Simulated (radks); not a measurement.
The nuclear charge of the lutetium ion Lu2+ is varied continuously with 69 electrons held in [Xe] 4f14 6s1. Calculated with a radial shooting solver on a logarithmic mesh with Libxc functionals: scalar-relativistic Kohn-Sham, r2SCAN, spin-unpolarised, spherical densities, finite nucleus; meta-GGA in the generalised Kohn-Sham scheme; Fermi nuclear charge, rms radius 5.37 fm. By the Hellmann-Feynman theorem dE/dZ = E(electron-nucleus)/Z, the electronic potential at the nucleus (averaged over a nucleus of fixed radius). The scalar-relativistic energy here is not variational (the density holds large components alone), so the two differ by a part that grows with Z.

Z     E (hartree)  E(electron-nucleus)/Z (hartree)  HOMO  e(HOMO) (eV)  <r> HOMO (bohr)
70.5  -14309.4504                         -499.461    6s       -13.048            3.337
70.6  -14359.7999                         -500.525    6s       -13.879            3.287
70.7  -14410.2577                         -501.589    6s       -14.725            3.240
70.8  -14460.8237                         -502.652    6s       -15.587            3.195
70.9  -14511.4980                         -503.716    6s       -16.463            3.152
71    -14562.2805                         -504.781    6s       -17.354            3.111
71.1  -14613.1714                         -505.845    6s       -18.260            3.071
71.2  -14664.1707                         -506.910    6s       -19.179            3.033
71.3  -14715.2784                         -507.975    6s       -20.112            2.996
71.4  -14766.4945                         -509.041    6s       -21.059            2.961
71.5  -14817.8191                         -510.107    6s       -22.019            2.927
71.6  -14869.2523                         -511.173    6s       -22.993            2.894
71.7  -14920.7941                         -512.240    6s       -23.979            2.862
71.8  -14972.4445                         -513.307    6s       -24.979            2.831
71.9  -15024.2036                         -514.375    6s       -25.992            2.801
72    -15076.0714                         -515.443    6s       -27.017            2.772

The central difference of E at Z = 71 is -508.367 hartree, to compare with the third column; the second derivative is -10.8 hartree.
